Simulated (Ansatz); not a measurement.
Two isomers of C3H6BCl: A = `B/C(C)=C/Cl`, B = `C[C@@H]1B[C@H]1Cl`.

Calculated with Ansatz (gas phase, PBE0-D4/def2-TZVP geometries, no zero-point term in ΔE). CBS: MP2 limit from def2 TZ/QZ plus the TZ coupled-cluster correction, frozen cores. Functionals use def2-TZVPP. B3LYP here is the variant with VWN-RPA as its local correlation; programs differ in this.

Q: Which is lower in electronic energy at CCSD(T)/CBS, and by how much? (Best estimate.)

A: Ansatz gave: A, by 85.8 kJ/mol.

Q: Give E(B) − E(A) in kJ/mol with PBE0-D4, ωB97M-V, B3LYP, MP2/def2-TZVPP, CCSD/def2-TZVPP, HF/def2-TZVPP, r2SCAN-D4. (An estimate is asked.)

A: Ansatz gave: PBE0-D4 72.0, ωB97M-V 76.5, B3LYP 90.3, MP2/def2-TZVPP 86.1, CCSD/def2-TZVPP 85.2, HF/def2-TZVPP 92.2, r2SCAN-D4 81.1. None reverses the order clearly.

Largest T1 diagnostic: 0.011.

From PBE to PBE0 (25 % exact exchange), in def2-TZVPP and without D4, E(B) − E(A) moves by −7.2 kJ/mol.
